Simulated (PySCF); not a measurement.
LiSn, PBE: how much the basis matters

PySCF, UKS reference; quartet, unpaired electrons σ ↑, π ↑↑; De to Li + Sn without counterpoise correction.

```json
{"basis": "def2-SVP", "relativity": "scalar-relativistic core potentials", "functions": "35", "Re (Å)": "2.590", "ωe (cm⁻¹)": "357", "De (eV)": "1.49", "μ (D)": "-5.41"}
{"basis": "def2-SVPD", "relativity": "scalar-relativistic core potentials", "functions": "44", "Re (Å)": "2.598", "ωe (cm⁻¹)": "352", "De (eV)": "1.52", "μ (D)": "-5.12"}
{"basis": "aug-cc-pVDZ/aug-cc-pVDZ-PP", "relativity": "scalar-relativistic core potentials", "functions": "55", "Re (Å)": "2.612", "ωe (cm⁻¹)": "350", "De (eV)": "1.49", "μ (D)": "-5.24"}
```

(1) How does each smaller set differ from the one with most functions, aug-cc-pVDZ/aug-cc-pVDZ-PP?

A positive dipole means Li(−)Sn(+). These are scalar-relativistic numbers at best; spin–orbit coupling would shift them, the dissociation energy most. The state was picked by a PBE0 search and need not be the measured ground state.

Results:

(1) def2-SVP: -2.2 pm, +2.0 % in ωe, +0.00 eV in De; def2-SVPD: -1.4 pm, +0.6 % in ωe, +0.03 eV in De. All at PBE; the set with most functions is neither the basis-set limit nor always the best.
